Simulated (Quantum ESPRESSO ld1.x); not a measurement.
Values are calculated unless marked as measured or tabulated.
Q: These are the eigenvalues of the occupied orbitals of an atom or ion with whole-number occupations (hartree). Code: ld1.x of Quantum ESPRESSO 7.5. Model: Dirac Kohn-Sham, LDA (Slater exchange, VWN5 correlation), spin-unpolarised, spherical densities, point nucleus.

1s1/2: -16.0012
2s1/2: -2.12384
2p1/2: -1.72580
3p1/2: -0.52712

Which element is it, and in what charge state? The configuration may be excited. Open shells, if any, fill j = l - 1/2 first.

A: Z = 7, nitrogen, charge +2: N2+ in [He] 2s1 2p1 3p1. The list shows which subshells hold electrons but not how many an open one holds; the 1s level, -16.001 hartree, gives Z - s = 5.7 by -(Z - s)^2/2, which with screening and relativity narrows Z to a few neighbours, and the depths of the outer levels then fix element, charge and occupations together.
